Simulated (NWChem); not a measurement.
The numbers come from NWChem runs, not from measurements. System: CHF2, charge 0, spin multiplicity 2, displaced from the optimised geometry. The structure started from a generated list of species. Its SCF solution wasn't tested for a lower state.

Input file:

```
start mol
memory heap 200 mb stack 900 mb global 1100 mb
geometry units angstroms nocenter noautoz
  F      0.235572    -0.077374     1.126636
  C     -0.451732     0.249137     0.000000
  F      0.235572    -0.077374    -1.126636
  H     -1.529908    -0.102095     0.000000
  symmetry group Cs
end
basis spherical
  * library def2-tzvp
end
dft
  xc pbe0
  odft
  mult 2
  semidirect memsize 60000000 filesize 0
  iterations 100
  convergence nodiis damp 40
end
task dft gradient
```

The output up to the point where the run's verdict is printed (cleaned and shortened):

```
             Northwest Computational Chemistry Package (NWChem) 7.3.0
             --------------------------------------------------------

                                NWChem Input Module
                                -------------------

 Scaling coordinates for geometry "geometry" by  1.889725989
 (inverse scale =  0.529177249)

 Turning off AUTOSYM since
 SYMMETRY directive was detected!

                             Geometry "geometry" -> ""
                             -------------------------

 Output coordinates in angstroms (scale by  1.889725989 to convert to a.u.)

  No.       Tag          Charge          X              Y              Z
 ---- ---------------- ---------- -------------- -------------- --------------
    1 F                    9.0000     0.23557200    -0.07737400     1.12663600
    2 C                    6.0000    -0.45173200     0.24913700     0.00000000
    3 F                    9.0000     0.23557200    -0.07737400    -1.12663600
    4 H                    1.0000    -1.52990800    -0.10209500     0.00000000

 Effective nuclear repulsion energy (a.u.)      68.4081193514

            Nuclear Dipole moment (a.u.)
            ----------------------------
        X                 Y               Z
 ---------------- ---------------- ----------------
    -0.0000075589    -0.0000094486     0.0000000000

      Symmetry information
      --------------------

 Group name             Cs
 Group number              2
 Group order               2
 No. of unique centers     3

      Symmetry unique atoms

     1    2    4


 Summary of "ao basis" -> "" (spherical)
 ------------------------------------------------------------------------------
       Tag                 Description            Shells   Functions and Types
 ---------------- ------------------------------  ------  ---------------------
 *                         def2-tzvp                  on all atoms

                                 NWChem DFT Module
                                 -----------------

 Summary of "ao basis" -> "ao basis" (spherical)
 ------------------------------------------------------------------------------
[...]
 d= 0,ls=0.5         73   -220.4986187644 -1.70D+01  1.34D-01              22.4
                                                     5.19D-02
 d= 0,ls=0.5         74   -203.5046472859  1.70D+01  1.34D-01              22.7
                                                     5.19D-02
 d= 0,ls=0.5         75   -220.4986187489 -1.70D+01  1.34D-01              23.1
                                                     5.19D-02
 d= 0,ls=0.5         76   -203.5046472783  1.70D+01  1.34D-01              23.4
                                                     5.19D-02
 d= 0,ls=0.5         77   -220.4986187392 -1.70D+01  1.34D-01              23.7
                                                     5.19D-02
 d= 0,ls=0.5         78   -203.5046472734  1.70D+01  1.34D-01              24.0
                                                     5.19D-02
 d= 0,ls=0.5         79   -220.4986187331 -1.70D+01  1.34D-01              24.3
                                                     5.19D-02
 d= 0,ls=0.5         80   -203.5046472703  1.70D+01  1.34D-01              24.5
                                                     5.19D-02
 d= 0,ls=0.5         81   -220.4986187292 -1.70D+01  1.34D-01              24.8
                                                     5.19D-02
 d= 0,ls=0.5         82   -203.5046472683  1.70D+01  1.34D-01              25.1
                                                     5.19D-02
 d= 0,ls=0.5         83   -220.4986187268 -1.70D+01  1.34D-01              25.4
                                                     5.19D-02
 d= 0,ls=0.5         84   -203.5046472670  1.70D+01  1.34D-01              25.8
                                                     5.19D-02
 d= 0,ls=0.5         85   -220.4986187253 -1.70D+01  1.34D-01              26.1
                                                     5.19D-02
 d= 0,ls=0.5         86   -203.5046472662  1.70D+01  1.34D-01              26.5
                                                     5.19D-02
 d= 0,ls=0.5         87   -220.4986187244 -1.70D+01  1.34D-01              26.8
                                                     5.19D-02
 d= 0,ls=0.5         88   -203.5046472657  1.70D+01  1.34D-01              27.2
                                                     5.19D-02
 d= 0,ls=0.5         89   -220.4986187238 -1.70D+01  1.34D-01              27.5
                                                     5.19D-02
 d= 0,ls=0.5         90   -203.5046472654  1.70D+01  1.34D-01              27.8
                                                     5.19D-02
 d= 0,ls=0.5         91   -220.4986187234 -1.70D+01  1.34D-01              28.1
                                                     5.19D-02
 d= 0,ls=0.5         92   -203.5046472652  1.70D+01  1.34D-01              28.5
                                                     5.19D-02
 d= 0,ls=0.5         93   -220.4986187232 -1.70D+01  1.34D-01              28.9
                                                     5.19D-02
 d= 0,ls=0.5         94   -203.5046472651  1.70D+01  1.34D-01              29.2
                                                     5.19D-02
 d= 0,ls=0.5         95   -220.4986187231 -1.70D+01  1.34D-01              29.4
                                                     5.19D-02
 d= 0,ls=0.5         96   -203.5046472650  1.70D+01  1.34D-01              29.7
                                                     5.19D-02
 d= 0,ls=0.5         97   -220.4986187230 -1.70D+01  1.34D-01              30.0
                                                     5.19D-02
 d= 0,ls=0.5         98   -203.5046472649  1.70D+01  1.34D-01              30.3
                                                     5.19D-02
 d= 0,ls=0.5         99   -220.4986187229 -1.70D+01  1.34D-01              30.6
                                                     5.19D-02
 d= 0,ls=0.5        100   -203.5046472649  1.70D+01  1.34D-01              30.9
                                                     5.19D-02
```

The run did not converge; its last values are not results. The next line reads: Calculation failed to converge. NWChem stopped with the message: dft gradient failed.
